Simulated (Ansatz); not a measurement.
`[F][In]([Cl])[SeH]` + HCl → `[F][In]([Cl])[Cl]` + H₂Se at 700 K and 1 bar (ligand exchange at the In–Se bond).

Gas-phase electronic energies from Ansatz, PBE0-D4/def2-TZVP geometries. CCSD(T)/CBS adds triple-zeta CCSD(T) − MP2 to the extrapolated MP2 energy (def2 sets, frozen cores). This one scheme is used for every species. Elements past krypton have def2 core potentials. For In, Se outer-core shells are correlated without core-valence functions, which leaves a few kJ/mol of doubt a bond. Scalar relativity is left out up to krypton. Each species was taken in one conformer, which may not be the lowest.

| species | CCSD(T)/CBS energy (Eh) | H − E (kJ/mol) | S (J/(mol·K)) |
| --- | --- | --- | --- |
| `[F][In]([Cl])[SeH]` | -3150.81023 | 86.7 | 449.2 |
| HCl | -460.38127 | 38.4 | 211.8 |
| `[F][In]([Cl])[Cl]` | -1209.28900 | 59.6 | 406.6 |
| H₂Se | -2401.89790 | 61.1 | 251.1 |

H − E and S are ideal-gas, rigid-rotor, harmonic terms from PBE0-D4/def2-TZVP, for one conformer and one mirror image of each species. 1 Eh = 2625.50 kJ/mol, R = 8.31446 J/(mol·K).

**Question.** By hand: ΔE, ΔH, ΔS and ΔG.

**Answer.** ΔE = (-1209.28900) + (-2401.89790) − (-3150.81023) − (-460.38127) = 0.00460 Eh = 12.1 kJ/mol. Δ(H − E) = 59.6 + 61.1 − 86.7 − 38.4 = -4.4, so ΔH = 7.7 kJ/mol. ΔS = 406.6 + 251.1 − 449.2 − 211.8 = -3.3 J/(mol·K). ΔG = 7.7 − 700 × (-3.3)/1000 = 10.0 kJ/mol.

**Question.** By hand: the equilibrium constant, and the temperature at which ΔG would vanish if ΔH and ΔS stayed fixed.

**Answer.** log₁₀ K = −ΔG/(RT ln 10) = -0.7. ΔH and −TΔS have one sign here, so there is no such temperature.

The number of gas molecules stays the same, so ΔS is small and ΔH decides. A doubt of 5 kJ/mol in ΔE shifts log₁₀ K by 0.4 here. Other conformers and mirror images would add mixing entropy, several J/(mol·K) or more a flexible species. These are equilibria of isolated gas molecules and say nothing of rates. Largest T1 diagnostic: 0.014 (customary marks: 0.02 for closed shells, 0.045 for open ones).

ΔS is within the doubt of such terms, so its sign, and with it that verdict, could turn.
